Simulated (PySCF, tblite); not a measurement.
Isomers of C7H10F2, one GFN2-xTB conformer each. Single-point energies are computed at PBE0/pcSseg-1 (PySCF, gas phase, no added dispersion term), electronic only.

Question: Rank them by PBE0/pcSseg-1 energy, lowest first (kJ/mol).
A. `F[C@@H]1[C@H]2CC[C@]1(F)CC2`
B. `[F:1]/[CH:2]=[CH:3]\[CH2:4][C:5]1([CH2:6][F:7])[CH2:8][CH2:9]1` with C2–C3–C4–C5 120°, C3–C4–C5–C6 -67°, C4–C5–C6–F7 179°
C. `[CH2:1]=[C:2]=[CH:3][CH2:4][C@H:5]([CH3:6])[CH:7]([F:8])[F:9]` with C2–C3–C4–C5 -115°, C3–C4–C5–C6 -174°, C4–C5–C7–F8 -173°
D. `[CH2:1]=[CH:2][CH2:3][CH2:4]/[CH:5]=[CH:6]/[CH:7]([F:8])[F:9]` with C1–C2–C3–C4 121°, C2–C3–C4–C5 66°, C3–C4–C5–C6 -121°, C5–C6–C7–F8 -119°
E. `[F:1][CH:2]([F:3])[CH2:4][C:5]1=[CH:6][CH2:7][CH2:8][CH2:9]1` with F1–C2–C4–C5 169°, C2–C4–C5–C6 -110°, C5–C6–C7–C8 11°, C6–C7–C8–C9 -18°, C7–C8–C9–C5 18°, C4–C5–C9–C8 170°

Answer: A (0.0), E (27.8), D (132.4), C (156.6), B (163.3).

As drawn, the highest has a three-membered ring, a C=C bond outside aromatic rings and a quaternary carbon, which the lowest lacks. Neighbours under 10 kJ/mol apart (C=C=CC[C@H](C)C(F)F and F/C=C\CC1(CF)CC1) can change places with a better method, another conformer or zero-point energy. GFN2-xTB itself gives, in the same order: 0.0, 81.6, 221.1, 231.7, 197.6. Both levels put the same isomer lowest; measured from each level's own lowest isomer, the values differ by up to 88.7 kJ/mol (C=CCC/C=C/C(F)F: 221.1 against 132.4).

Question: Which frontier levels, dipoles and rotational constants go with these structures?

Answer: 
```
                     SMILES  HOMO (eV, PBE0/pcSseg-1)  LUMO (eV)  dipole (D)       A, B, C (MHz)
F[C@@H]1[C@H]2CC[C@]1(F)CC2                     -8.32       1.14        2.85    2071, 1925, 1517
             FC(F)CC1=CCCC1                     -7.01       0.38        2.22  3907, 852.8, 750.0
            C=CCC/C=C/C(F)F                     -7.52      -0.27        2.47  2828, 700.9, 623.5
        C=C=CC[C@H](C)C(F)F                     -7.54       0.19        2.06  2480, 952.9, 808.5
           F/C=C\CC1(CF)CC1                     -7.48       0.37        1.77  2728, 914.4, 785.2
```

Question: What happens when harmonic zero-point energies from GFN2-xTB frequencies are added?

Answer: 
```
                     SMILES  ZPE (kJ/mol)  electronic (kJ/mol)  with ZPE (kJ/mol)
F[C@@H]1[C@H]2CC[C@]1(F)CC2         415.2                  0.0                0.0
             FC(F)CC1=CCCC1         406.1                 27.8               18.6
            C=CCC/C=C/C(F)F         396.5                132.4              113.7
        C=C=CC[C@H](C)C(F)F         395.2                156.6              136.6
           F/C=C\CC1(CF)CC1         401.1                163.3              149.1
```

The zero-point energies span 20.0 kJ/mol. The order is unchanged.
